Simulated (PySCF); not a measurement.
The group X on SiH2(OH)-X is varied. All species are isolated molecules in the gas phase. One relaxed conformer stands for each flexible species; it need not be the lowest. Strings in code marks are SMILES.

Computed with PBE-D3(BJ)/def2-TZVP // PBE0-D4/def2-TZVP (PySCF). All candidates: neutral, multiplicity 1. Delta-SCF ions had no search for a lower state. Excitations are Tamm–Dancoff values on a coarser integration grid. The basis has no diffuse functions, so Rydberg states are missing or too high.

The vertical ionisation energy (Delta-SCF) is 9.44 eV and the LUMO is -1.17 eV. The S1 excitation (TDA) comes out as 5.41 eV.

Question: Name which member has these values.
A. `O[SiH2]S` (H–O–Si–S torsion -52°, O–Si–S–H torsion -65°)
B. `B[SiH2]O`
C. `O[SiH2][SiH3]` (H–O–Si–Si torsion 59°)
D. `CC#C[SiH2]O`

Answer: D, `CC#C[SiH2]O`. The others give `O[SiH2][SiH3]` (H–O–Si–Si torsion 59°): 9.64 eV, -1.32 eV, 5.57 eV; `O[SiH2]S` (H–O–Si–S torsion -52°, O–Si–S–H torsion -65°): 9.80 eV, -0.60 eV, 6.08 eV; `B[SiH2]O`: 9.87 eV, -3.46 eV, 3.46 eV
